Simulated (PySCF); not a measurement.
C$_{2}$H$_{7}$GaO$_{2}$Se (SMILES C[O][Ga]([SeH])[O]C), singlet, at a GFN2-xTB geometry (such geometries of metal compounds can be far from the true shape); CASSCF(4,5)/STO-3G (PySCF).

Input for PySCF:
```python
from pyscf import gto, scf, mcscf
import numpy

mol = gto.M(
    atom='''
Ga   -0.142160    0.080413   -0.356181
O     0.263918    1.601468   -1.138791
C    -0.053828    2.211827   -2.377649
H    -0.555754    3.162344   -2.180286
H     0.874385    2.398072   -2.923632
H    -0.706528    1.583790   -2.987677
O    -1.193791   -1.053519   -1.213585
C    -1.749176   -2.330539   -0.969134
H    -1.456023   -2.730816    0.006414
H    -2.838789   -2.254080   -1.004513
H    -1.409145   -3.018086   -1.747602
Se    0.803319   -0.188319    1.739141
H     1.442987    1.097488    1.647810
''',
    basis='sto-3g',
    charge=0,
    spin=0,
    verbose=4,
)

mf = scf.RHF(mol)
mf.kernel()
mc = mcscf.CASSCF(mf, 5, 4)
mc.fix_spin_(ss=0.0)
mc.kernel()
occ = numpy.linalg.eigvalsh(mc.fcisolver.make_rdm1(mc.ci, mc.ncas, mc.nelecas))[::-1]
ss = mc.fcisolver.spin_square(mc.ci, mc.ncas, mc.nelecas)[0]
print('natural occupations', occ.round(4), ' <S^2>', round(ss, 4))
```

The log (banner, timings and long lists left out):

```
PySCF version 2.14.0

[INPUT] verbose = 4
[INPUT] num. atoms = 13
[INPUT] num. electrons = 100
[INPUT] charge = 0
[INPUT] spin (= nelec alpha-beta = 2S) = 0
[INPUT] symmetry False subgroup None
[INPUT] Mole.unit = angstrom
[INPUT] Symbol           X                Y                Z      unit          X                Y                Z       unit  Magmom
[...]
nuclear repulsion = 763.98794881982
number of shells = 35
number of NR pGTOs = 189
number of NR cGTOs = 63
basis = sto-3g
ecp = {}

******** <class 'pyscf.scf.hf.RHF'> ********
method = RHF
initial guess = minao
damping factor = 0
level_shift factor = 0
DIIS = <class 'pyscf.scf.diis.CDIIS'>
diis_start_cycle = 1
diis_space = 8
diis_damp = 0
SCF conv_tol = 1e-09
SCF conv_tol_grad = None
SCF max_cycles = 50
direct_scf = True
direct_scf_tol = 1e-13
Set gradient conv threshold to 3.16228e-05
Initial guess from minao.
init E= -4495.68682291401
[...]
cycle= 1 E= -4500.8482936773  delta_E= -5.16  |g|= 0.724  |ddm|= 4.32
[...]
cycle= 2 E= -4501.07157497407  delta_E= -0.223  |g|= 0.188  |ddm|= 1.37
[...]
cycle= 3 E= -4501.08665861803  delta_E= -0.0151  |g|= 0.0618  |ddm|= 0.378
[...]
cycle= 4 E= -4501.08828024041  delta_E= -0.00162  |g|= 0.0141  |ddm|= 0.103
[...]
cycle= 5 E= -4501.08843997772  delta_E= -0.00016  |g|= 0.00394  |ddm|= 0.0455
[...]
cycle= 6 E= -4501.0884550769  delta_E= -1.51e-05  |g|= 0.00173  |ddm|= 0.0128
[...]
cycle= 7 E= -4501.08845993607  delta_E= -4.86e-06  |g|= 0.000573  |ddm|= 0.0102
[...]
cycle= 8 E= -4501.08846048264  delta_E= -5.47e-07  |g|= 0.000135  |ddm|= 0.00395
[...]
cycle= 9 E= -4501.08846050736  delta_E= -2.47e-08  |g|= 5.94e-05  |ddm|= 0.000681
[...]
cycle= 10 E= -4501.08846051211  delta_E= -4.75e-09  |g|= 3.09e-05  |ddm|= 0.000262
[...]
cycle= 11 E= -4501.08846051386  delta_E= -1.75e-09  |g|= 1.31e-05  |ddm|= 0.000184
[...]
cycle= 12 E= -4501.08846051415  delta_E= -2.91e-10  |g|= 4.58e-06  |ddm|= 9.07e-05
[...]
Extra cycle  E= -4501.08846051419  delta_E= -3.82e-11  |g|= 2.93e-06  |ddm|= 1.5e-05
converged SCF energy = -4501.08846051419

******** <class 'pyscf.mcscf.mc1step.CASSCF'> ********
CAS (2e+2e, 5o), ncore = 48, nvir = 10
max_cycle_macro = 50
max_cycle_micro = 4
conv_tol = 1e-07
conv_tol_grad = None
orbital rotation max_stepsize = 0.02
orbital rotation threshold for CI restart = 0.01
augmented hessian ah_max_cycle = 30
augmented hessian ah_conv_tol = 1e-12
augmented hessian ah_linear dependence = 1e-14
augmented hessian ah_level shift = 1e-08
augmented hessian ah_start_tol = 2.5
augmented hessian ah_start_cycle = 3
augmented hessian ah_grad_trust_region = 3
kf_trust_region = 3
kf_interval = 4
ci_response_space = 4
ci_grad_trust_region = 3
with_dep4 0
natorb = False
canonicalization = True
sorting_mo_energy = False
ao2mo_level = 2
internal_rotation = False
******** <class 'pyscf.fci.addons.SpinPenaltyFCISolver'> ********
max. cycles = 50
conv_tol = 1e-08
davidson only = True
linear dependence = 1e-12
level shift = 0.001
max iter space = 12
nroots = 1
pspace_size = 400
spin = None
CASCI E = -4501.09228561889  S^2 = 0.0000000
Set conv_tol_grad to 0.000316228
macro iter   1 ( 21 JK    4 micro), CASSCF E = -4501.09428670603  dE = -2.00108713e-03  S^2 = 0.0000000
               |grad[o]|=0.0109  |grad[c]|=0.0449  |ddm|=0.0838  |maxRot[o]|=0.313
macro iter   2 ( 12 JK    3 micro), CASSCF E = -4501.09559215966  dE = -1.30545363e-03  S^2 = 0.0000000
               |grad[o]|=0.0157  |grad[c]|=0.00545  |ddm|=0.0368  |maxRot[o]|=0.101
macro iter   3 ( 21 JK    4 micro), CASSCF E = -4501.09794602259  dE = -2.35386294e-03  S^2 = 0.0000000
               |grad[o]|=0.0188  |grad[c]|=0.00945  |ddm|=0.0675  |maxRot[o]|=0.234
macro iter   4 ( 21 JK    4 micro), CASSCF E = -4501.10012937649  dE = -2.18335389e-03  S^2 = 0.0000000
               |grad[o]|=0.0268  |grad[c]|=0.00849  |ddm|=0.0328  |maxRot[o]|=0.208
macro iter   5 ( 21 JK    4 micro), CASSCF E = -4501.10167645101  dE = -1.54707452e-03  S^2 = 0.0000000
               |grad[o]|=0.0311  |grad[c]|=0.0199  |ddm|=0.0164  |maxRot[o]|=0.194
macro iter   6 ( 21 JK    4 micro), CASSCF E = -4501.10338606210  dE = -1.70961110e-03  S^2 = 0.0000000
               |grad[o]|=0.0293  |grad[c]|=0.0192  |ddm|=0.101  |maxRot[o]|=0.253
macro iter   7 ( 12 JK    3 micro), CASSCF E = -4501.10520061249  dE = -1.81455039e-03  S^2 = 0.0000000
               |grad[o]|=0.0196  |grad[c]|=0.0273  |ddm|=0.0869  |maxRot[o]|=0.131
macro iter   8 ( 17 JK    4 micro), CASSCF E = -4501.10429493456  dE =  9.05677934e-04  S^2 = 0.0000000
               |grad[o]|=0.0142  |grad[c]|=0.0161  |ddm|=0.0501  |maxRot[o]|=0.0797
macro iter   9 ( 21 JK    4 micro), CASSCF E = -4501.10556971073  dE = -1.27477617e-03  S^2 = 0.0000000
               |grad[o]|=0.0158  |grad[c]|=0.0134  |ddm|=0.0305  |maxRot[o]|=0.0958
macro iter  10 ( 21 JK    4 micro), CASSCF E = -4501.10602534813  dE = -4.55637400e-04  S^2 = 0.0000000
               |grad[o]|=0.0109  |grad[c]|=0.0178  |ddm|=0.0226  |maxRot[o]|=0.0514
macro iter  11 ( 17 JK    4 micro), CASSCF E = -4501.10776080045  dE = -1.73545232e-03  S^2 = 0.0000000
               |grad[o]|=0.00955  |grad[c]|=0.037  |ddm|=0.0295  |maxRot[o]|=0.0727
macro iter  12 (  7 JK    2 micro), CASSCF E = -4501.10954768314  dE = -1.78688269e-03  S^2 = 0.0000000
               |grad[o]|=0.0105  |grad[c]|=0.0214  |ddm|=0.0236  |maxRot[o]|=0.0601
macro iter  13 (  7 JK    2 micro), CASSCF E = -4501.11149613387  dE = -1.94845073e-03  S^2 = 0.0000000
               |grad[o]|=0.0138  |grad[c]|=0.0224  |ddm|=0.026  |maxRot[o]|=0.0648
macro iter  14 (  7 JK    2 micro), CASSCF E = -4501.11347090501  dE = -1.97477114e-03  S^2 = 0.0000000
               |grad[o]|=0.0178  |grad[c]|=0.0207  |ddm|=0.0266  |maxRot[o]|=0.0673
macro iter  15 ( 17 JK    4 micro), CASSCF E = -4501.11545401131  dE = -1.98310629e-03  S^2 = 0.0000000
               |grad[o]|=0.0206  |grad[c]|=0.027  |ddm|=0.0312  |maxRot[o]|=0.0749
[...]
macro iter  22 ( 21 JK    4 micro), CASSCF E = -4501.11803542640  dE = -7.12578948e-04  S^2 = 0.0000000
               |grad[o]|=0.00623  |grad[c]|=0.00214  |ddm|=0.00398  |maxRot[o]|=0.129
macro iter  23 ( 21 JK    4 micro), CASSCF E = -4501.11884183446  dE = -8.06408068e-04  S^2 = 0.0000000
               |grad[o]|=0.00582  |grad[c]|=0.00225  |ddm|=0.00372  |maxRot[o]|=  0.2
macro iter  24 (  7 JK    2 micro), CASSCF E = -4501.11955534870  dE = -7.13514238e-04  S^2 = 0.0000000
               |grad[o]|=0.00536  |grad[c]|=0.00248  |ddm|=0.00586  |maxRot[o]|=0.0558
macro iter  25 (  7 JK    2 micro), CASSCF E = -4501.12005662856  dE = -5.01279864e-04  S^2 = 0.0000000
               |grad[o]|=0.00518  |grad[c]|=0.00145  |ddm|=0.00529  |maxRot[o]|=0.0624
macro iter  26 (  5 JK    2 micro), CASSCF E = -4501.12020977964  dE = -1.53151075e-04  S^2 = 0.0000000
               |grad[o]|=0.00399  |grad[c]|=0.00133  |ddm|=0.00327  |maxRot[o]|=0.0269
macro iter  27 ( 13 JK    4 micro), CASSCF E = -4501.11978959699  dE =  4.20182648e-04  S^2 = 0.0000000
               |grad[o]|=0.00259  |grad[c]|=0.00767  |ddm|=0.00718  |maxRot[o]|=0.061
macro iter  28 ( 21 JK    4 micro), CASSCF E = -4501.11979175333  dE = -2.15634282e-06  S^2 = 0.0000000
               |grad[o]|=0.00355  |grad[c]|=0.00314  |ddm|=0.00162  |maxRot[o]|=0.00291
macro iter  29 (  7 JK    2 micro), CASSCF E = -4501.12013244307  dE = -3.40689732e-04  S^2 = 0.0000000
               |grad[o]|=0.0032  |grad[c]|=0.000807  |ddm|=0.00295  |maxRot[o]|=0.0378
macro iter  30 (  5 JK    2 micro), CASSCF E = -4501.12022173796  dE = -8.92948892e-05  S^2 = 0.0000000
               |grad[o]|=0.00183  |grad[c]|=0.000952  |ddm|=0.0017  |maxRot[o]|=0.022
macro iter  31 ( 13 JK    4 micro), CASSCF E = -4501.11943810956  dE =  7.83628392e-04  S^2 = 0.0000000
               |grad[o]|=0.00141  |grad[c]|=0.0128  |ddm|=0.0142  |maxRot[o]|=0.0895
macro iter  32 ( 21 JK    4 micro), CASSCF E = -4501.11946530779  dE = -2.71982217e-05  S^2 = 0.0000000
               |grad[o]|=0.00497  |grad[c]|=0.00296  |ddm|=0.0015  |maxRot[o]|=0.00506
macro iter  33 (  7 JK    2 micro), CASSCF E = -4501.11991083996  dE = -4.45532176e-04  S^2 = 0.0000000
               |grad[o]|=0.00419  |grad[c]|=0.00114  |ddm|=0.00378  |maxRot[o]|=0.0355
macro iter  34 (  6 JK    2 micro), CASSCF E = -4501.12016633727  dE = -2.55497307e-04  S^2 = 0.0000000
               |grad[o]|=0.00271  |grad[c]|=0.000861  |ddm|=0.00267  |maxRot[o]|=0.0356
macro iter  35 ( 15 JK    4 micro), CASSCF E = -4501.11903430062  dE =  1.13203664e-03  S^2 = 0.0000000
               |grad[o]|=0.00208  |grad[c]|=0.0126  |ddm|=0.0169  |maxRot[o]|=0.0969
macro iter  36 ( 20 JK    4 micro), CASSCF E = -4501.11925611891  dE = -2.21818290e-04  S^2 = 0.0000000
               |grad[o]|=0.00606  |grad[c]|=0.00287  |ddm|=0.00268  |maxRot[o]|=0.0159
macro iter  37 (  7 JK    2 micro), CASSCF E = -4501.11975270213  dE = -4.96583211e-04  S^2 = 0.0000000
               |grad[o]|=0.00455  |grad[c]|=0.00135  |ddm|=0.00438  |maxRot[o]|=0.0352
macro iter  38 (  7 JK    2 micro), CASSCF E = -4501.12016336751  dE = -4.10665386e-04  S^2 = 0.0000000
               |grad[o]|=0.00335  |grad[c]|=0.00136  |ddm|=0.00457  |maxRot[o]|=0.0496
macro iter  39 ( 15 JK    4 micro), CASSCF E = -4501.11906188951  dE =  1.10147800e-03  S^2 = 0.0000000
               |grad[o]|=0.00269  |grad[c]|=0.0126  |ddm|=0.0164  |maxRot[o]|=0.097
macro iter  40 ( 16 JK    4 micro), CASSCF E = -4501.11954906277  dE = -4.87173258e-04  S^2 = 0.0000000
               |grad[o]|=0.00589  |grad[c]|=0.00274  |ddm|=0.00267  |maxRot[o]|=0.0319
macro iter  41 (  7 JK    2 micro), CASSCF E = -4501.11995444490  dE = -4.05382129e-04  S^2 = 0.0000000
               |grad[o]|=0.00378  |grad[c]|=0.001  |ddm|=0.00359  |maxRot[o]|=0.0352
macro iter  42 (  6 JK    2 micro), CASSCF E = -4501.12018020901  dE = -2.25764112e-04  S^2 = 0.0000000
               |grad[o]|=0.00292  |grad[c]|=0.000872  |ddm|=0.00283  |maxRot[o]|=0.0354
macro iter  43 ( 15 JK    4 micro), CASSCF E = -4501.11909897168  dE =  1.08123733e-03  S^2 = 0.0000000
               |grad[o]|=0.00232  |grad[c]|=0.0126  |ddm|=0.0164  |maxRot[o]|=0.0994
macro iter  44 ( 16 JK    4 micro), CASSCF E = -4501.11957286565  dE = -4.73893978e-04  S^2 = 0.0000000
               |grad[o]|=0.0059  |grad[c]|=0.00268  |ddm|=0.00249  |maxRot[o]|=0.032
macro iter  45 (  7 JK    2 micro), CASSCF E = -4501.11996827934  dE = -3.95413690e-04  S^2 = 0.0000000
               |grad[o]|=0.00372  |grad[c]|=0.000953  |ddm|=0.00349  |maxRot[o]|=0.0352
macro iter  46 (  6 JK    2 micro), CASSCF E = -4501.12018612495  dE = -2.17845604e-04  S^2 = 0.0000000
               |grad[o]|=0.00285  |grad[c]|=0.000864  |ddm|=0.00277  |maxRot[o]|=0.0354
macro iter  47 ( 15 JK    4 micro), CASSCF E = -4501.11911685116  dE =  1.06927379e-03  S^2 = 0.0000000
               |grad[o]|=0.00225  |grad[c]|=0.0126  |ddm|=0.0164  |maxRot[o]|=  0.1
macro iter  48 ( 16 JK    4 micro), CASSCF E = -4501.11958692512  dE = -4.70073961e-04  S^2 = 0.0000000
               |grad[o]|=0.00589  |grad[c]|=0.00262  |ddm|=0.00242  |maxRot[o]|=0.0323
macro iter  49 (  7 JK    2 micro), CASSCF E = -4501.11997595920  dE = -3.89034082e-04  S^2 = 0.0000000
               |grad[o]|=0.00368  |grad[c]|=0.000927  |ddm|=0.0034  |maxRot[o]|=0.0352
macro iter  50 (  6 JK    2 micro), CASSCF E = -4501.12018894518  dE = -2.12985976e-04  S^2 = 0.0000000
               |grad[o]|=0.00281  |grad[c]|=0.000861  |ddm|=0.00273  |maxRot[o]|=0.0354
1-step CASSCF not converged,  50 macro (672 JK 158 micro) steps
CASSCF canonicalization
Density matrix diagonal elements [1.96557370e+00 1.96798030e+00 3.04275620e-02 3.41930976e-02
 1.82533417e-03]
CASSCF energy = -4501.12018894518
CASCI E = -4501.12018894518  E(CI) = -5.38226183666211  S^2 = 0.0000000
natural occupations [1.9720e+00 1.9683e+00 3.1700e-02 2.6400e-02 1.6000e-03]  <S^2> 0.0
```

The run did not converge; its last values are not results.
